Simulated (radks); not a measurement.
The numbers below are computed, except where a source is named.
All-electron atom: Ar II in [Ne] 3s2 3p5. Level of theory: scalar-relativistic Kohn-Sham, r2SCAN, spin-polarised, spherical densities, finite nucleus; open shells are filled with parallel spins first; meta-GGA in the generalised Kohn-Sham scheme; Fermi nuclear charge, rms radius 3.4274 fm (a radial shooting solver on a logarithmic mesh with Libxc functionals).

Local quantities along the radius. ELF = 1/(1 + alpha^2) is the electron localisation function; alpha = (tau - tau_W)/tau_unif compares the Pauli kinetic energy density with that of the uniform gas (summed over spins). tau is taken from the large components.

```
   r/bohr * ELF (the largest magnitude, 1, reaches the edge; | marks zero)
 0.006479 |                                                      *
 0.008237 |                                                      *
  0.01047 |                                                      *
  0.01331 |                                                      *
  0.01692 |                                                      *
  0.02151 |                                                      *
  0.02735 |                                                      *
  0.03477 |                                                      *
   0.0442 |                                                      *
  0.05618 |                                                     *
  0.07142 |                                                 *
   0.0908 |                                     *
   0.1154 |                  *
   0.1467 |            *
   0.1865 |                     *
   0.2371 |                                     *
   0.3015 |                                             *
   0.3832 |                                              *
   0.4872 |                                      *
   0.6193 |           *
   0.7873 |     *
    1.001 |                              *
    1.272 |                                              *
    1.617 |                                               *
    2.056 |                                         *
    2.614 |                          *
    3.323 |      *
    4.224 |*
     5.37 *
```

On this mesh the ELF has minima near r = 0.15, 0.70 bohr, which separate the shells, and maxima near 0.34 (0.86), 1.4 (0.88).
